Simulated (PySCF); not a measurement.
**Dipole moment and polarisability of `C=CO[Si@H](O)O[SiH3]`**

Species: C2H8O3Si2.
Geometry (GFN2-xTB, Å), atoms numbered from 1 in this order:
```xyz
15
C2H8O3Si2 angstrom
C      2.8836   -0.3376   -0.7828
C      2.2027   -0.1886    0.3374
O      0.8695   -0.3017    0.4794
Si    -0.3082   -0.6473   -0.5747
O     -0.2767    0.4499   -1.7704
O     -1.6842   -0.5698    0.2619
Si    -2.6512   -0.0308    1.4428
H      3.9514   -0.2295   -0.7987
H      2.3849   -0.5608   -1.7081
H      2.6828    0.0438    1.2812
H     -0.2461   -2.0093   -1.0783
H     -1.0376    0.5816   -2.3284
H     -3.3428    1.1486    0.9177
H     -3.5647   -1.1485    1.6700
H     -1.8676    0.3023    2.6290
```

Level: B3LYP/def2-SVPD (PySCF), static field, nuclei fixed, core orbitals frozen in the response. The polarisability tensor in these axes (au):

```
x   97.19 -0.34 -8.47
y   -0.34 70.47  1.46
z   -8.47  1.46 82.96
```

Give the principal values, the mean and the anisotropy Δα = √{½[(α1 − α2)² + (α2 − α3)² + (α1 − α3)²]}.

Principal values 70.28, 79.17 and 101.17 au; mean 83.54 au = 12.38 Å³ = 13.77 × 10⁻⁴⁰ C²·m²/J; Δα = 27.54 au (33 % of the mean).

What is the dipole moment, and where does it point?

(-0.76, 0.09, -0.47) D, 0.90 D in size, pointing from the negative to the positive side. Measured along this direction, the outermost atoms are H8 and H10 at the negative end and H13 at the positive end.

Molar refractivity from α?

Lorentz–Lorenz: R = (4π/3)N_A α = 2.5225 cm³/(mol·Å³) × 12.38 Å³ = 31.2 cm³/mol, in the limit of long wavelengths.

How large is μ²/3kT at 298 K beside α?

In Gaussian units μ²/3kT = 6.56 Å³ against 12.38 Å³, a ratio of 0.53; the Debye molar polarisation (4π/3)N_A(α + μ²/3kT) is 47.8 cm³/mol, leaving out the vibrational part.

Along which axes do the principal values lie, and how far do the nuclei extend along each?

Largest value along (0.91, -0.03, -0.42), where the nuclei span 7.82 Å; middle along (0.42, 0.13, 0.90), 4.74 Å; least along (-0.03, 0.99, -0.13), 2.95 Å. The response follows the extents in order.

Geometry: GFN2-xTB, one conformer, isolated molecule. GFN2-xTB frequencies show an imaginary mode (33i cm⁻¹), so this geometry is no minimum at that level.
